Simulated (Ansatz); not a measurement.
Results of the Gaussian-basis code of Ansatz.

A structure relaxed at PBE0-D4/def2-TZVP, charge 0, multiplicity 1:

```tsv
atom	x (Å)	y (Å)	z (Å)
B1	-1.164	-1.016	-1.436
Si2	0.177	-0.008	-0.387
O3	1.659	-0.019	-1.101
C4	0.046	0.097	1.457
N5	-0.319	1.281	0.630
H6	-2.322	-0.768	-1.293
H7	-0.851	-1.933	-2.134
H8	2.391	0.381	-0.629
H9	-0.760	-0.305	2.066
H10	0.997	0.137	1.994
H11	0.145	2.154	0.831
```

Task: Give its formula and SMILES.

Result: CH6BNOSi, `B[Si]1(O)CN1`.

Task: Summarise the bond lengths by kind.

Result: 1 × B–Si 1.979 Å; 2 × B–H 1.193 to 1.194 Å; 1 × O–Si 1.645 Å; 1 × C–Si 1.852 Å; 1 × N–Si 1.715 Å; 1 × H–O 0.959 Å; 1 × C–N 1.490 Å; 2 × C–H 1.087 to 1.092 Å; 1 × H–N 1.008 Å.
